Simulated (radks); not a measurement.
Results of a calculation; reference values are marked as such.
All-electron atom: the tellurium ion Te+ in [Kr] 4d9 5s2 5p3 4f1 (not the ground configuration).

Level of theory: Dirac Kohn-Sham, SOGGA, spin-unpolarised, spherical densities, point nucleus; open shells fill j = l - 1/2 first (a radial shooting solver on a logarithmic mesh with Libxc functionals).

Energy parts (eV):
| part | energy |
|---|---|
| total | -184797.901 |
| kinetic | 195448.000 |
| electron-nucleus | -447934.327 |
| Hartree | 72362.658 |
| exchange-correlation | -4674.232 |

Orbitals (lengths in bohr, moments of r in powers of bohr):
\begin{tabular}{lrrr}
orbital & occ. & eigenvalue (eV) & <r^2> \\ \hline
1s1/2 & 2 & -31614.94 & 0.001049 \\
2s1/2 & 2 & -4867.723 & 0.01689 \\
2p1/2 & 2 & -4562.789 & 0.01251 \\
2p3/2 & 4 & -4288.517 & 0.01380 \\
3s1/2 & 2 & -987.7629 & 0.1186 \\
3p1/2 & 2 & -862.3942 & 0.1134 \\
3p3/2 & 4 & -811.2512 & 0.1216 \\
3d3/2 & 4 & -589.9935 & 0.1029 \\
3d5/2 & 6 & -579.2917 & 0.1053 \\
4s1/2 & 2 & -186.6615 & 0.6543 \\
4p1/2 & 2 & -143.3346 & 0.7218 \\
4p3/2 & 4 & -133.4324 & 0.7729 \\
4d3/2 & 4 & -63.8946 & 1.038 \\
4d5/2 & 5 & -62.3543 & 1.063 \\
5s1/2 & 2 & -30.7268 & 4.145 \\
5p1/2 & 2 & -20.5470 & 5.510 \\
5p3/2 & 1 & -19.3536 & 5.909 \\
4f5/2 & 1 & -2.4416 & 67.30 \\
4f7/2 & 0 & -2.4398 & 67.50 \\
\end{tabular}

The highest occupied level is 4f5/2 at -2.442 eV. The density falls to 0.001 e/bohr^3 at r = 4.13 bohr. Summed over all electrons, <r^2> = 109.9 bohr^2, which gives a Langevin (diamagnetic) susceptibility term of -87.1 x 10^-6 cm^3/mol.
